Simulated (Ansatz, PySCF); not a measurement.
Molecule: difluorosilane, sum formula SiH2F2, charge 0, multiplicity 1. SMILES: F[SiH2]F
Coordinates optimised at B3LYP-D3(BJ)/def2-TZVP (Ansatz, a first-principles code):
```xyz
5

Si     0.2322    -0.1423     0.3567
F     -0.9008    -0.9574    -0.4083
F      0.3968     1.2663    -0.3659
H      1.4982    -0.8787     0.2366
H     -0.2130     0.0912     1.7376
```
Charge 0, spin multiplicity 1.

PBE beside other levels, property by property. Correlated levels leave the core frozen unless marked. UHF or UKS for open shells. Spin-orbit coupling is left out. Non-relativistic. CBS marks a two-point X^-3 extrapolation of the correlation energy; Hartree-Fock from the larger set. The bracket is a focal-point correction in the basis named. Atomisation energies are electronic, to ground-state atoms; the column to compare with has the core term from cc-pwCVTZ added, other frozen-core levels have none. Vertical energies are electronic, to the SCF solution reached for that spin. The coupled-cluster column (Ansatz) is a level with limits of its own: (a) RI-MP2/CBS(aug-cc-pV(T+d)Z,aug-cc-pV(Q+d)Z)+[CCSD(T)-MP2]/aug-cc-pV(T+d)Z; (b) CCSD(T)/CBS(cc-pV(T+d)Z,cc-pV(Q+d)Z).

```json
[
 {"property": "atomisation energy (kcal/mol)", "r2SCAN/def2-TZVPD (Ansatz)": "440.9", "M06-2X/def2-TZVPD (PySCF)": "444.1", "wB97M-V/def2-TZVPD (Ansatz)": "442.0", "coupled cluster": "447.8 (b)"},
 {"property": "vertical ionisation energy to the doublet (eV)", "r2SCAN/def2-TZVPD (Ansatz)": "12.42", "M06-2X/def2-TZVPD (PySCF)": "12.99", "wB97M-V/def2-TZVPD (Ansatz)": "12.84", "coupled cluster": "13.18 (a)"}
]
```

Q: What does PBE/def2-TZVPD (Ansatz) give for each property, and on which side of coupled cluster does it fall?

A: 
- atomisation energy: PBE lies 9.1 kcal/mol below coupled cluster; PBE gives 438.7 kcal/mol.
- vertical ionisation energy to the doublet: PBE lies 0.99 eV below coupled cluster; PBE gives 12.19 eV.
